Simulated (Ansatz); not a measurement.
ethylene (C₂H₄), singlet, at a GFN2-xTB geometry. Base run: HF/def2-TZVP in Ansatz (a program for electronic structure).

Ansatz was given this input:
Ansatz 0.2 input:
```yaml
crystal:
  periodic: [false, false, false]
  atoms:
    - {symbol: C, position_ang: [-0.01328681, -0.00656652, 0.65800535]}
    - {symbol: C, position_ang: [0.01328681, 0.00656652, -0.65800535]}
    - {symbol: H, position_ang: [-0.02089650, 0.90169144, 1.23822259]}
    - {symbol: H, position_ang: [-0.02873771, -0.92622134, 1.21982272]}
    - {symbol: H, position_ang: [0.02873771, 0.92622134, -1.21982272]}
    - {symbol: H, position_ang: [0.02089650, -0.90169144, -1.23822259]}
basis:
  gaussian:
    orbitals: def2-TZVP
hamiltonian:
  xc: hf
```

The base run was repeated with changes; each row names its change, and settings that it needs were set with it.

```json
[
 {"change": "base", "ΔE vs base (µEh)": "0.0"},
 {"change": "accuracy = high", "ΔE vs base (µEh)": "-0.6"},
 {"change": "nuclear_model = gaussian", "ΔE vs base (µEh)": "6.8"},
 {"change": "fitting.mean_field = def2-universal-JKFIT", "ΔE vs base (µEh)": "16.4"},
 {"change": "point_charge = charge:1.0 position_ang:-0.7435, 1.3061, 4.2754", "ΔE vs base (µEh)": "-1652"},
 {"change": "forces = on", "ΔE vs base (µEh)": "-0.1"},
 {"change": "lower_state_search = light", "ΔE vs base (µEh)": "0.0"},
 {"change": "fitting.mean_field = cc-pVTZ-JKFIT", "ΔE vs base (µEh)": "21.5"},
 {"change": "point_charge = charge:0.5 position_ang:0.6058, 1.322, 4.2922", "ΔE vs base (µEh)": "160"},
 {"change": "lower_state_search = full", "ΔE vs base (µEh)": "0.0"},
 {"change": "lower_state_search = off", "ΔE vs base (µEh)": "0.0"}
]
```
